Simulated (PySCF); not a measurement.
The dipole of `O([SiH3])[SiH2][C@H]1C[C@H](C1)OC=O` from its density and from atomic charges.

Coordinates (GFN2-xTB, Å) and charges (e) from the PBE0/pcSseg-1 density (PySCF):

```tsv
atom	x	y	z	Mulliken	IAO	Hirshfeld	ESP-fitted
O1	3.233	1.865	-1.708	-0.4111	-0.4527	-0.2590	-0.5121
C2	2.288	2.227	-1.070	+0.4307	+0.4022	+0.1746	+0.5500
O3	1.373	1.476	-0.493	-0.4370	-0.3340	-0.0874	-0.4698
C4	1.484	0.055	-0.611	-0.0293	+0.0714	+0.0518	+0.5950
C5	1.175	-0.700	0.685	-0.0824	-0.2657	-0.0747	-0.4198
C6	0.177	-1.589	-0.088	-0.6107	-0.4174	-0.1187	-0.0088
Si7	-1.547	-1.812	0.682	+0.9421	+1.0153	+0.4040	+0.4246
O8	-2.174	-0.354	0.985	-0.7232	-0.8902	-0.3001	-0.3751
Si9	-2.482	1.236	1.104	+0.7114	+0.8818	+0.3919	+0.6062
C10	0.291	-0.628	-1.290	-0.0849	-0.2672	-0.0746	-0.4072
H11	2.048	3.286	-0.869	+0.0973	+0.1245	+0.0581	+0.0473
H12	2.452	-0.184	-1.059	+0.1355	+0.1550	+0.0403	+0.0115
H13	0.690	-0.050	1.411	+0.1275	+0.1401	+0.0388	+0.1350
H14	2.018	-1.203	1.155	+0.1396	+0.1440	+0.0445	+0.1123
H15	0.630	-2.551	-0.326	+0.1409	+0.1451	+0.0388	+0.0657
H16	-2.451	-2.461	-0.264	-0.1284	-0.1517	-0.0845	-0.1052
H17	-1.442	-2.487	1.974	-0.1291	-0.1513	-0.0844	-0.1026
H18	-1.387	1.970	0.474	-0.1144	-0.1436	-0.0820	-0.1330
H19	-2.573	1.510	2.536	-0.1199	-0.1449	-0.0803	-0.1311
H20	-3.750	1.442	0.407	-0.1198	-0.1453	-0.0805	-0.1307
H21	0.492	-1.079	-2.260	+0.1404	+0.1450	+0.0451	+0.1086
H22	-0.556	0.050	-1.376	+0.1249	+0.1394	+0.0378	+0.1391
```

Compute μ = Σ q r for each scheme (1 e·Å = 4.803 D) and compare with the dipole of the full density.

The full density gives (-1.12, -0.55, 0.79) D, 1.48 D in size; dipole vectors point from the negative to the positive end.

```csv
scheme,μx,μy,μz,size (D),share of the full size (%),angle to the full dipole (°)
Mulliken,-2.21,-1.30,1.19,2.83,192,9
IAO,-1.78,-0.65,1.07,2.18,147,6
Hirshfeld,-1.18,-0.35,0.78,1.46,99,8
ESP-fitted,-1.15,-0.55,0.80,1.51,102,0
```

Which set comes closest?

Length of the difference vector: ESP-fitted 0.03 D, Hirshfeld 0.21 D, IAO 0.72 D, Mulliken 1.39 D. Closest: ESP-fitted. 

What is left for the Hirshfeld atoms' own dipoles?

The Hirshfeld atoms' densities add up to the full density, so μ = Σ q r + Σ (atomic dipoles). The atomic dipoles sum to (-1.12, -0.55, 0.79) − (-1.18, -0.35, 0.78) = (0.06, -0.20, 0.01) D, 0.21 D in size.

With the origin at the mean of the coordinates, (0.000, 0.001, 0.000) Å, which are the largest single terms, by size, of the ESP-fitted dipole along the direction of the full one?

O1 +9.98, C2 -8.28, Si9 +5.87, Si7 +4.51, C4 -4.21 D; all 22 atoms together +1.50 D. The single terms depend on the origin, their sum doesn't.

Give the size of the full dipole in other units.

1.48 D = 0.580 au = 0.307 e·Å = 4.92 × 10⁻³⁰ C·m.

Isolated species at its GFN2-xTB geometry (one conformer only). GFN2-xTB frequencies show an imaginary mode (41i cm⁻¹), so this geometry is no minimum at that level.

Shape of the structure used: `[O:1]=[CH:2][O:3][C@H:4]1[CH2:5][C@@H:6]([SiH2:7][O:8][SiH3:9])[CH2:10]1`: O1–C2–O3–C4 0°, C2–O3–C4–C5 138°, C5–C6–Si7–O8 53°.
